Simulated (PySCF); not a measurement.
The complex [FeF3]- (charge -1) contains Fe(II), shell d6. The structure is a model geometry with rigid ligands and bond lengths from ionic radii, not a minimum; coordination trigonal planar, point group D3h, metal–donor distances 1.90 Å.

Method (PySCF 2.14, density fitting): CASSCF(6,5) with orbitals averaged over all microstates of the shell, strongly contracted NEVPT2 on the averaged canonical orbitals; basis x2c-TZVPall on the metal, x2c-SVPall elsewhere; spin-free X2C; gas phase; spin-orbit coupling by state interaction with the mean-field operator over all roots.

CASSCF energies above the lowest CASSCF root:

```
state  CASSCF / cm⁻¹
 5A1'              0
 5E''           2354
  5E'          10433
3A2''          22661
3A1''          22664
  3E'          23102
  3E'          23389
 3E''          23521
 3E''          25222
 3A2'          25496
 3E''          25515
  3E'          26293
 3A2'          27158
 3E''          27825
3A2''          29186
 3A1'          29187
3A1''          29407
 3A2'          31402
 1A1'          32211
 1A2'          32216
 3E''          33368
 1A1'          34307
```

Task: How does dynamic correlation (SC-NEVPT2) move these states?

Result: 
```csv
state,NEVPT2 / cm⁻¹,shift / cm⁻¹
5A1',0,0
5E'',3444,+1089
5E',12745,+2312
3A2'',21100,-1561
3A1'',21129,-1536
3E',22030,-1072
3E',21927,-1462
3E'',23534,+13
3E'',22650,-2572
3A2',24376,-1120
3E'',24879,-636
3E',24256,-2037
3A2',25515,-1643
3E'',25807,-2019
3A2'',27620,-1567
3A1',27078,-2109
3A1'',27782,-1625
3A2',30233,-1169
1A1',30774,-1436
1A2',30782,-1435
3E'',32327,-1041
1A1',31881,-2426
```

The geometry is a model, and the complex may not exist in this form. NEVPT2 lifts 5E'' from 2354 to 3444 cm⁻¹; on the d shell alone such lifts tend to overshoot. Gaps between spin states lean to high spin in this active space.
